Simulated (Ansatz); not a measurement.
Consider the formal exchange of groups at a B–C bond: `N=C(N)BF` + `CC[Te]C` → `C[Te]BF` + `CCC(=N)N`.

Isolated molecules relaxed with PBE0-D4/def2-TZVP in Ansatz; ΔE leaves out vibrations. CBS: MP2 limit from def2 TZ/QZ plus the TZ coupled-cluster correction, frozen cores. DFT in def2-TZVPP. B3LYP here is the variant with VWN-RPA as its local correlation; programs differ in this. def2 core potentials past Kr. For Te outer-core shells are correlated without core-valence functions, which leaves a few kJ/mol of doubt a bond. One conformer a species, not always the lowest.

`N=C(N)BF`:

```xyz
9

N     0.087   -1.610   -0.076
C    -0.069   -0.337   -0.134
N    -0.987    0.212   -0.976
B     0.791    0.634    0.750
F     0.534    1.931    0.743
H     0.837   -1.835    0.573
H    -1.237    1.178   -0.881
H    -1.627   -0.402   -1.452
H     1.671    0.229    1.454
```

`CC[Te]C`:

Cartesian coordinates in Å:
```
C 2.065 -0.183 -0.510
C 0.659 -0.392 0.012
Te -0.607 1.272 -0.495
C -2.343 0.459 0.448
H 2.702 -1.033 -0.249
H 2.078 -0.083 -1.598
H 2.521 0.715 -0.086
H 0.200 -1.283 -0.419
H 0.645 -0.482 1.099
H -2.158 0.325 1.512
H -2.608 -0.488 -0.019
H -3.153 1.173 0.306
```

`C[Te]BF`:

```xyz
8

C    -1.111    0.784    0.368
Te    0.802    0.281    1.193
B     1.378   -0.963   -0.441
F     2.554   -1.566   -0.440
H    -1.213    0.262   -0.582
H    -1.888    0.464    1.058
H    -1.158    1.859    0.214
H     0.636   -1.121   -1.369
```

`CCC(=N)N`:

Cartesian coordinates in Å:
```
C -1.077 0.592 1.000
C -0.619 0.310 -0.427
C 0.803 -0.186 -0.492
N 1.814 0.481 -0.887
N 0.985 -1.454 0.000
H -2.104 0.963 1.010
H -1.035 -0.308 1.616
H -0.439 1.344 1.468
H -0.691 1.216 -1.032
H -1.283 -0.430 -0.889
H 1.533 1.417 -1.162
H 1.899 -1.847 -0.157
H 0.216 -2.098 -0.048
```

(1) Is it downhill or uphill in electronic energy at CCSD(T)/CBS, and by how much? (An estimate is asked.)

(2) What do these levels give: B3LYP-D4, B3LYP, MP2/def2-TZVPP, SCS-MP2/def2-TZVPP, CCSD/def2-TZVPP, CCSD/CBS(def2)? (Best estimate.)

Largest T1 diagnostic among the species: 0.014.

Answers

(1) Ansatz gave: Downhill: ΔE = -56.4 kJ/mol.

(2) The calculation gave: B3LYP-D4 -55.9, B3LYP -56.3, MP2/def2-TZVPP -60.7, SCS-MP2/def2-TZVPP -56.9, CCSD/def2-TZVPP -60.5, CCSD/CBS(def2) -56.5 kJ/mol.
